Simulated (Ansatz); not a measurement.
(1) Predict a relaxed structure of InH₂Br, charge 0, singlet, at r2SCAN-D4/def2-TZVP (Ansatz).

Answers

(1) 
```csv
atom,x (Å),y (Å),z (Å)
In1,0.178,0.208,0.113
H2,-0.486,1.771,-0.014
H3,1.623,-0.440,0.738
Br4,-1.315,-1.540,-0.837
```
Point group C2v (tolerance 0.1 Å). This is one stationary point.

In the def2 sets In takes a core potential; there is no spin–orbit coupling.
